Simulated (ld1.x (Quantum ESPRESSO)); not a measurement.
Rh (Z = 45): from the effect back to the setting (ultrasoft)

Base potential:

- Element: Rh
- Generator: ld1.x (Quantum ESPRESSO) 7.5
- Type: ultrasoft
- Functional: PBE
- Relativity: scalar-relativistic
- Frozen core: [Kr]
- Valence charge: 9
- Reference configuration: 4d8.5 5s0.5 5p0
- Partial waves: 5s (bound): rcut 2.75, rcutus 3.00 bohr; 5s channel at 0.95 Ry: rcut 2.75, rcutus 3.00 bohr; 5p (bound, empty): rcut 2.45, rcutus 2.90 bohr; 5p channel at 0.5 Ry: rcut 2.45, rcutus 2.90 bohr; 4d (bound): rcut 1.40, rcutus 1.75 bohr; 4d channel at 2.65 Ry: rcut 1.40, rcutus 1.75 bohr
- Local potential: all-electron potential smoothed inside 2.30 bohr (lloc = -2)
- Core correction: none
- Augmentation charge: built from norm-conserving waves at rcut, not smoothed further

Cutoffs, loose and tight: the cutoffs (Ry, on a coarse ladder) from which the occupation-weighted sum of valence levels, in a spherical-Bessel basis at the reference potential, stays within 10 and 1 mRy of its value at 400 Ry. They do not see the model core or the augmentation charge, which bear on the density cutoff. Test errors are all-electron minus pseudo excitation energies from the reference, over the configurations 4d8 5s1 5p0; 4d8 5s0 5p0; 4d7 5s0 5p0; 4d6 5s0 5p0; 4d8 5s0.5 5p0; 4d7 5s2 5p0; 4d5 5s0 5p0; variants that change the core or the reference have their own tests.

Only the d radius is moved (1 further runs of the sweep failed or gave no value and are left out):

| d radius (bohr) | cutoff, loose | cutoff, tight | bound ghosts | largest test error (meV) |
| --- | --- | --- | --- | --- |
| 1.18 | 70 Ry | 140 Ry | none | -486 |
| 1.38 | 55 Ry | 100 Ry | none | -481 |
| 2.36 | 18 Ry | 35 Ry | none | -713 |
| 2.52 | 18 Ry | 30 Ry | none | -716 |

Problem. One more run gave cutoff, loose: 25 Ry; cutoff, tight: 40 Ry; bound ghosts: none; largest test error (meV): -706. Which value of the d radius was used?

Solution. 2.12 bohr. The tight cutoff moves one way along this sweep, from 140 Ry at 1.18 to 30 Ry at 2.52 bohr, which places the run between 1.38 and 2.36 bohr.
